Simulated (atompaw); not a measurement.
# u(r) = r·R(r): atom against pseudo-atom (oxygen)

Columns: radius, all-electron u(r) and pseudo u(r) of the 2s shell (level -23.76 eV) of oxygen in the configuration [He] 2s2 2p4; PBEsol, non-relativistic, PAW (atompaw) scheme, atompaw 4.2.0.5.

```tsv
r (bohr)	all-electron	pseudo
0.088	0.4154	-0.0838
0.177	0.3102	-0.1670
0.265	0.0399	-0.2465
0.354	-0.2511	-0.3227
0.442	-0.4989	-0.3926
0.531	-0.6918	-0.4568
0.619	-0.8249	-0.5127
0.708	-0.9085	-0.5610
0.796	-0.9501	-0.6000
0.885	-0.9602	-0.6302
0.973	-0.9468	-0.6508
1.062	-0.9164	-0.6625
1.150	-0.8752	-0.6651
1.238	-0.8270	-0.6594
1.327	-0.7742	-0.6460
1.415	-0.7204	-0.6260
1.504	-0.6660	-0.5998
1.592	-0.6134	-0.5693
1.681	-0.5622	-0.5348
1.769	-0.5141	-0.4984
1.858	-0.4684	-0.4603
1.946	-0.4261	-0.4225
2.035	-0.3864	-0.3851
2.123	-0.3501	-0.3498
2.212	-0.3164	-0.3164
2.300	-0.2859	-0.2859
```

Q: How many radial nodes do the two functions have?

A: The all-electron 2s function has n − l − 1 = 1; the pseudo-wave has 0, since the states of the same l below it are removed with the core.

Q: Where does each function peak?

A: Outermost all-electron maximum near 0.89 bohr, pseudo maximum near 1.15 bohr (to the table’s step).

Q: Is the pseudo-wave norm-conserving?

A: No, it belongs to a PAW set: the norm inside the radius is not constrained, and the difference is carried by the augmentation charge.
